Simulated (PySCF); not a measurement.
**PBE0 on Pd²⁺ (palladium, charge +2)**

Configuration: [Kr] 4d7 5p1, one real determinant (an excited configuration). All numbers are calculated (PySCF 2.14, the spin-free X2C one-electron Hamiltonian (Gaussian nucleus), in x2c-QZVPPall with one added diffuse shell each of s, p, d, f, g type (14s9p8d5f3g, 143 functions)).

- Total energy: -5043.50 hartree
- One-electron energy: -6909.36 hartree
- Hartree (Coulomb) energy: 2009.97 hartree
- Exchange-correlation energy: -144.11 hartree
- ⟨S²⟩: 6.0013
- ⟨L²⟩: 13.754
- Sum of ⟨r⟩: 27.90 bohr
- Sum of ⟨r²⟩: 36.70 bohr²
- Traceless quadrupole moment −½Σ⟨3z² − r²⟩ along its main axis: -4.01 e·bohr²
- Langevin diamagnetic susceptibility: -29.1 ×10⁻⁶ cm³/mol
- Time after the integrals: about 13 core-seconds

| shell | electrons | mean orbital energy (hartree) | spread (hartree) | rms radius, mean of both spins (bohr) |
| --- | --- | --- | --- | --- |
| 1s α | 1 | -890.99109 | 0 | 0.0365 |
| 1s β | 1 | -890.99025 | 0 | 0.0365 |
| 2s α | 1 | -131.91508 | 0 | 0.150 |
| 2s β | 1 | -131.88936 | 0 | 0.150 |
| 2p α | 3 | -118.37855 | 0.00483 | 0.133 |
| 2p β | 3 | -118.35627 | 0.00206 | 0.133 |
| 3s α | 1 | -25.10167 | 0 | 0.405 |
| 3s β | 1 | -25.08794 | 0 | 0.405 |
| 3p α | 3 | -20.61711 | 0.00761 | 0.407 |
| 3p β | 3 | -20.60084 | 0.00599 | 0.407 |
| 3d α | 5 | -13.48046 | 0.01736 | 0.390 |
| 3d β | 5 | -13.45215 | 0.01722 | 0.390 |
| 4s α | 1 | -4.53433 | 0 | 1.00 |
| 4s β | 1 | -4.41177 | 0 | 1.00 |
| 4p α | 3 | -3.22164 | 0.01538 | 1.10 |
| 4p β | 3 | -3.08199 | 0.01672 | 1.10 |
| 4d α | 5 | -1.31103 | 0.04597 | 1.43 |
| 4d β | 2 | -1.22736 | 0.01333 | 1.43 |
| 5p α | 1 | -0.64162 | 0 | 3.19 |

⟨L²⟩ = 13.75 against 20 for a pure G term, so this real determinant mixes terms.

Densities and radii are taken from the X2C orbitals without a picture-change correction, which distorts them close to the nucleus.
